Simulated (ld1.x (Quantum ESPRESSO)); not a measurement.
## Which change was made? (Ne, TM)

```
Element                 : Ne
Generator               : ld1.x (Quantum ESPRESSO) 7.5
Type                    : norm-conserving Troullier–Martins (Kleinman–Bylander form)
Functional              : LDA (PZ)
Relativity              : scalar-relativistic
Frozen core             : [He]
Valence charge          : 8
Reference configuration : 2s2 2p6
Partial waves           : 2s (bound): rc 0.65 bohr; 2p (bound): rc 0.80 bohr
Local potential         : all-electron potential smoothed inside 0.70 bohr (lloc = -1)
Core correction         : none
```

Cutoffs, loose and tight: the cutoffs (Ry, on a coarse ladder) from which the occupation-weighted sum of valence levels, in a spherical-Bessel basis at the reference potential, stays within 10 and 1 mRy of its value at 400 Ry. They do not see the model core or the augmentation charge, which bear on the density cutoff. Test errors are all-electron minus pseudo excitation energies from the reference, over the configurations 2s2 2p5; 2s2 2p4; 2s2 2p3; 2s1 2p6; 2s2 2p2; 2s2 2p5.5 (two spin-polarised tests are not counted in the largest error); variants that change the core or the reference have their own tests.

The base gives: outcome: generated; cutoff, loose: 230 Ry; cutoff, tight: over 300 Ry; bound ghosts: none; largest test error (meV): +351.

Task: After one change the result is: outcome: generated; cutoff, loose: 180 Ry; cutoff, tight: 260 Ry; bound ghosts: none; largest test error (meV): +670. Which change was it?
A. all radii scaled by about 1.20 (s 0.78, p 0.96 bohr); local potential all-electron potential smoothed inside 0.84 bohr (lloc = -1)
B. all radii scaled by about 1.10 (s 0.72, p 0.88 bohr); local potential all-electron potential smoothed inside 0.78 bohr (lloc = -1)
C. all radii scaled by about 1.38 (s 0.90, p 1.10 bohr); local potential all-electron potential smoothed inside 0.96 bohr (lloc = -1)

Result: A. The others give: all radii scaled by about 1.10 (s 0.72, p 0.88 bohr); local potential all-electron potential smoothed inside 0.78 bohr (lloc = -1) → outcome: generated; cutoff, loose: 200 Ry; cutoff, tight: 300 Ry; bound ghosts: none; largest test error (meV): +501 | all radii scaled by about 1.38 (s 0.90, p 1.10 bohr); local potential all-electron potential smoothed inside 0.96 bohr (lloc = -1) → outcome: generated; cutoff, loose: 120 Ry; cutoff, tight: 230 Ry; bound ghosts: none; largest test error (meV): +1243.
